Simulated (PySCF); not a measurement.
Telling isomers of C$_{5}$H$_{8}$F$_{3}$NSi apart by NMR

- GFN2-xTB geometry
- NMR shieldings at PBE0/pcSseg-1/GIAO
- run in PySCF 2.14
- one averaged value for each set of equivalent atoms, single conformer, non-relativistic, no solvent

Chemical shifts δ = σref − σ; 1H (σ = 31.72 ppm) and 13C (σ = 186.93 ppm) vs TMS, all at this level. Splittings of carbon signals by F and P are missing where no couplings were computed. Where no couplings were computed, multiplicities follow the n + 1 count of equivalent neighbours, and m marks all less simple cases (inequivalent or close neighbours, rings, F or P nearby). Shifts are as computed. Against solution values, carbons near 30 ppm lie about +3 ppm off and those near 130 ppm about +5 ppm. Of 1309 compounds with measured shifts, 239 miss one by over three times the rms of a fit or turn the order of signals round; such compounds aren't used in these exercises. OH and NH positions are gas-phase values without hydrogen bonding to other molecules.

(1) Tabulate the signals of `C/N=C/[C@@H]1[SiH2][C@@]1(F)C(F)F`, `CC#C[Si@@](C)(N)C(F)(F)F` and their relative energies.

(2) What is the quickest way to tell C/N=C/[C@@H]1[SiH2][C@@]1(F)C(F)F from CC#C[Si@@](C)(N)C(F)(F)F?

## Answers

(1) 
```json
{"SMILES": "C/N=C/[C@@H]1[SiH2][C@@]1(F)C(F)F", "carbon types": "1×C 3×CH 1×CH3", "δC": "162.8, 123.5, 97.9, 49.6, 27.2", "δH": "8.30 (m, 1H), 6.95 (m, 1H), 4.16 (m, 1H), 3.65 (s, 3H), 3.12 (m, 1H), 2.65 (m, 1H)", "E rel. (kcal/mol)": "56.8"}
{"SMILES": "CC#C[Si@@](C)(N)C(F)(F)F", "carbon types": "3×C 2×CH3", "δC": "138.4, 112.7, 85.1, 5.6, -2.1", "δH": "2.08 (s, 3H), 0.82 (br s, 2H), 0.39 (s, 3H)", "E rel. (kcal/mol)": "0.0"}
```

Energies are electronic energies at PBE0/pcSseg-1 on these geometries, without zero-point or thermal terms, each for the one conformer computed, which needn't be the lowest.

(2) Both give the same number of carbon signals, but DEPT or the intensities differ. The first has a C=N carbon (CH) at 162.8 ppm, the second a methyl carbon bonded to Si (CH3) at -2.1 ppm. Their most deshielded carbons lie at 162.8 and 138.4 ppm. In the proton spectra the most deshielded non-exchanging signals are 8.30 (m, 1H) and 2.08 (s, 3H).
